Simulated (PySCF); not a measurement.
Br$_{3}$Zr, doublet, at a GFN2-xTB geometry (such geometries of metal compounds can be far from the true shape) (the multiplicity is a formal guess) (all electrons, no relativity); PBE/3-21G run with PySCF.

PySCF was given this input:
```python
from pyscf import gto, scf, dft

mol = gto.Mole()
mol.atom = '''
    Zr   -0.333343    0.302616    0.648359
    Br   -1.629176   -1.504432   -0.501523
    Br    0.101414    1.921618   -1.210850
    Br    1.908726   -0.763032    0.971392
'''
mol.basis = '3-21g'
mol.charge = 0
mol.spin = 1
mol.verbose = 4
mol.build()

mf = dft.UKS(mol)
mf.xc = 'pbe'
mf.kernel()
```

Q: Predict the main parts of the log of this PySCF run.

A: 
```
PySCF version 2.14.0

[INPUT] verbose = 4
[INPUT] num. atoms = 4
[INPUT] num. electrons = 145
[INPUT] charge = 0
[INPUT] spin (= nelec alpha-beta = 2S) = 1
[INPUT] symmetry False subgroup None
[INPUT] Mole.unit = angstrom
[INPUT] Symbol           X                Y                Z      unit          X                Y                Z       unit  Magmom
[INPUT]  1 Zr    -0.333343000000   0.302616000000   0.648359000000 AA   -0.629926975541   0.571861360911   1.225220940397 Bohr   0.0
[INPUT]  2 Br    -1.629176000000  -1.504432000000  -0.501523000000 AA   -3.078696448714  -2.842964453032  -0.947741115170 Bohr   0.0
[INPUT]  3 Br     0.101414000000   1.921618000000  -1.210850000000 AA    0.191644685197   3.631331736034  -2.288174877930 Bohr   0.0
[INPUT]  4 Br     1.908726000000  -0.763032000000   0.971392000000 AA    3.606969386837  -1.441921504279   1.835664839594 Bohr   0.0

nuclear repulsion = 1386.04653331505
number of shells = 44
number of NR pGTOs = 243
number of NR cGTOs = 102
basis = 3-21g
ecp = {}

******** <class 'pyscf.dft.uks.UKS'> ********
method = UKS
initial guess = minao
damping factor = 0
level_shift factor = 0
DIIS = <class 'pyscf.scf.diis.CDIIS'>
diis_start_cycle = 1
diis_space = 8
diis_damp = 0
SCF conv_tol = 1e-09
SCF conv_tol_grad = None
SCF max_cycles = 50
direct_scf = True
direct_scf_tol = 1e-13
number electrons alpha = 73  beta = 72
XC library pyscf.dft.libxc version 7.1.2
    S. Lehtola, C. Steigemann, M. J. T. Oliveira, and M. A. L. Marques,  SoftwareX 7, 1–5 (2018)
XC functionals = pbe
    J. P. Perdew, K. Burke, and M. Ernzerhof,  Phys. Rev. Lett. 77, 3865 (1996)
    J. P. Perdew, K. Burke, and M. Ernzerhof,  Phys. Rev. Lett. 78, 1396 (1997)
    J. P. Perdew, K. Burke, and M. Ernzerhof,  Phys. Rev. Lett. 77, 3865 (1996)
    J. P. Perdew, K. Burke, and M. Ernzerhof,  Phys. Rev. Lett. 78, 1396 (1997)
radial grids:
    Treutler-Ahlrichs [JCP 102, 346 (1995); DOI:10.1063/1.469408] (M4) radial grids

becke partition: Becke, JCP 88, 2547 (1988); DOI:10.1063/1.454033
pruning grids: <function nwchem_prune>
grids dens level: 3
symmetrized grids: False
atomic radii adjust function: <function treutler_atomic_radii_adjust>
small_rho_cutoff = 0
Set gradient conv threshold to 3.16228e-05
tot grids = 83664
init E= -11195.729748664

cycle= 1 E= -11208.0190019626  delta_E= -12.3  |g|= 0.248  |ddm|= 2.05
cycle= 2 E= -11207.9983900576  delta_E= 0.0206  |g|= 0.261  |ddm|= 1.01
cycle= 3 E= -11207.9832407913  delta_E= 0.0151  |g|= 0.337  |ddm|= 0.808
cycle= 4 E= -11208.0623558797  delta_E= -0.0791  |g|= 0.0456  |ddm|= 0.312
cycle= 5 E= -11208.064035241  delta_E= -0.00168  |g|= 0.0108  |ddm|= 0.0667
cycle= 6 E= -11208.0641190276  delta_E= -8.38e-05  |g|= 0.00339  |ddm|= 0.0181
cycle= 7 E= -11208.0641294123  delta_E= -1.04e-05  |g|= 0.000185  |ddm|= 0.00538
cycle= 8 E= -11208.0641294826  delta_E= -7.03e-08  |g|= 2.58e-05  |ddm|= 0.000768
cycle= 9 E= -11208.0641294836  delta_E= -9.31e-10  |g|= 2.42e-05  |ddm|= 0.000136
Extra cycle  E= -11208.0641294814  delta_E= 2.15e-09  |g|= 5.39e-05  |ddm|= 0.000131
converged SCF energy = -11208.0641294814  <S^2> = 0.75442087  2S+1 = 2.004416
```
